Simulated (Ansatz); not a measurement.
Species: C₄H₁₂Ta, net charge 0, doublet state. The spin state was set by rule; other spins were not relaxed. 
Structure (B3LYP-D3(BJ)/def2-TZVP (Ansatz, a program for electronic structure) minimum search):
```xyz
17

Ta     0.0000     0.0000     0.0000
C      1.7479    -1.0085    -0.7871
C     -0.9439     1.6006    -1.1131
C      0.7079     0.9565     1.8099
C     -1.5119    -1.5485     0.0903
H      2.5688    -0.3001    -0.9485
H      2.1122    -1.7950    -0.1116
H      1.5281    -1.4746    -1.7548
H     -1.2811     1.2483    -2.0950
H     -0.2404     2.4228    -1.2887
H     -1.8164     2.0128    -0.5874
H      1.1455     0.2214     2.4955
H     -0.1166     1.4446     2.3426
H      1.4719     1.7191     1.6044
H     -1.7677    -1.9369    -0.9053
H     -2.4332    -1.1696     0.5480
H     -1.1711    -2.3929     0.7008
```
Charge 0, spin multiplicity 2.

Property: atomisation energy (electronic, to ground-state atoms), in kcal/mol. Valence correlation only, unless marked. UHF or UKS for open shells. No spin-orbit coupling. Frozen are the shells of the preceding noble gas and the d and f shells that filled before the atom's block. In def2 rows, elements after Kr have scalar-relativistic effective core potentials. The coupled-cluster limit lacks core correlation, which all-electron functionals hold. Basis-set limits of correlation are two-point, X^-3; Hartree-Fock from the larger set. [CCSD(T)-MP2]/basis is that difference in the basis named.

```tsv
level	program	atomisation energy (kcal/mol)
HF/def2-TZVPP	Ansatz	1138.4
SVWN5/def2-TZVPD	Ansatz	1701.2
```

### Question
What does RI-MP2/CBS(def2-TZVPP,def2-QZVPP)+[CCSD(T)-MP2]/def2-TZVPP (Ansatz) give?

### Answer
1509.6 kcal/mol, so SVWN5/def2-TZVPD differs from it by 191.6 kcal/mol.
